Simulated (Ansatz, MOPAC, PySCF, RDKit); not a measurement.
Pair of molecules: CH3F (SMILES CF) (first 5 atoms) with GeH4 (SMILES [GeH4]); geometry from B3LYP-D3(BJ)/def2-TZVP, rigid monomers moved along the line of their centres of mass till F2···Ge6 is 3.73 Å.
(charge 0, multiplicity 1):
```json
[
 {"atom": "C", "x (Å)": "-0.4328", "y (Å)": "-0.0378", "z (Å)": "-0.1556"},
 {"atom": "F", "x (Å)": "0.7652", "y (Å)": "-0.1711", "z (Å)": "0.5400"},
 {"atom": "H", "x (Å)": "-1.0189", "y (Å)": "0.7562", "z (Å)": "0.3078"},
 {"atom": "H", "x (Å)": "-0.2067", "y (Å)": "0.2142", "z (Å)": "-1.1919"},
 {"atom": "H", "x (Å)": "-0.9733", "y (Å)": "-0.9831", "z (Å)": "-0.1045"},
 {"atom": "Ge", "x (Å)": "-0.0970", "y (Å)": "-0.2080", "z (Å)": "4.1683"},
 {"atom": "H", "x (Å)": "-0.3976", "y (Å)": "1.1643", "z (Å)": "3.5480"},
 {"atom": "H", "x (Å)": "1.4063", "y (Å)": "-0.4996", "z (Å)": "4.1040"},
 {"atom": "H", "x (Å)": "-0.8789", "y (Å)": "-1.2932", "z (Å)": "3.4134"},
 {"atom": "H", "x (Å)": "-0.5540", "y (Å)": "-0.1998", "z (Å)": "5.6378"}
]
```

Counterpoise-corrected where a basis set is named; no monomer relaxation. Rows marked so take none. RDKit's UFF carries no charges.

Correlated levels freeze the cores. Filled d and f shells under p-block atoms count as core. Rows in 6-31G* carry no dispersion term and start afresh at each structure (6-31G* with six Cartesian d functions); the Pople sets are all-electron and without relativity. MP2/6-31G* freezes PySCF's default core, which leaves 3d correlated. The state that AM1, PM7 reach isn't checked; PM7 holds dispersion and hydrogen-bond terms.

Codes used: Ansatz (a first-principles code) with Gaussian orbitals; MOPAC for AM1, PM7 (differences of heats of formation); PySCF for 6-31G* rows, the dispersion terms; RDKit for the force fields. 

```
level                           interaction energy (kJ/mol)
------------------------------  ---------------------------
UFF                                                    -3.3
AM1                                                     1.7
PM7                                                    -2.1
HF/6-31G* (no counterpoise)                            -5.2
r2SCAN-D4/def2-TZVPPD                                  -4.4
B3LYP/6-31G* (no counterpoise)                            ?
wB97M-V/def2-TZVPPD                                    -4.5
MP2/6-31G*                                                ?
SCS-MP2/aug-cc-pVDZ                                    -3.3
```

Q: Some entries are withheld; supply them.

A: 
- B3LYP/6-31G* (no counterpoise), interaction energy (kJ/mol): -7.4
- MP2/6-31G*, interaction energy (kJ/mol): -1.6
